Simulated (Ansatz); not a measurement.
The same path of C$_{2}$H$_{7}$NSiZn (12 atoms, charge 0, multiplicity 1) was run twice with different band settings. Lost on the way: C2–H9. Made: N3–H9.

These are results of RHF/def2-SVP in Ansatz, not measurements.

Relaxed end points:

```xyz
12
Properties=species:S:1:pos:R:3
C 0.199 -1.830 1.706
C -0.408 -0.485 2.037
N -0.557 0.493 1.287
Zn -0.218 0.969 -0.480
Si 0.128 1.799 -2.741
H -0.535 -2.626 1.858
H 1.042 -2.042 2.370
H 0.547 -1.863 0.672
H -0.745 -0.424 3.087
H -0.443 3.160 -2.928
H -0.508 0.914 -3.754
H 1.575 1.880 -3.080
```

```xyz
12
Properties=species:S:1:pos:R:3
C 0.265 -1.829 1.425
C -0.366 -0.794 2.314
N -0.601 0.338 1.697
Zn -0.241 0.790 -0.137
Si 0.124 1.570 -2.419
H -0.372 -2.716 1.395
H 1.215 -2.150 1.860
H 0.463 -1.520 0.377
H -1.025 1.021 2.302
H -0.483 2.911 -2.637
H -0.477 0.641 -3.413
H 1.574 1.681 -2.730
```

Common settings: movable images 5; climbing image yes; spring 5.0 eV/Å²; optimiser quadratic models (default); force threshold 0.05 eV/Å; iteration limit 60; end points relaxed.

| run | start path |
| --- | --- |
| 1 | through a guess of the saddle point |
| 2 | straight line |

Q: What does each run give, and how far can it be trusted?

A: Run 1: converged after 30 iterations, highest image 3.691 eV above the first end. The profile has 3 maxima (images 1, 3, 5) with wells between them (images 2, 4): this band takes more than one step, which may be the mechanism or a detour left from its start path. Neighbouring images differ by up to 3.7 eV, so the band resolves the path poorly. A vibrational analysis at the climbing image gives one clearly imaginary mode, 2419i cm⁻¹, and a faint second one (13i cm⁻¹) that may be numerical noise or a soft torsion: probably a first-order saddle point.
Run 2: converged after 21 iterations, highest image 3.690 eV above the first end. Neighbouring images differ by up to 2.1 eV, so the band resolves the path poorly. Another band between the same ends (5 images) ends at a top of the same energy, where a vibrational analysis finds 1 clearly imaginary mode.
The orbitals stay closed-shell, which can raise the energy where a bond breaks towards radicals; this wasn't checked here.
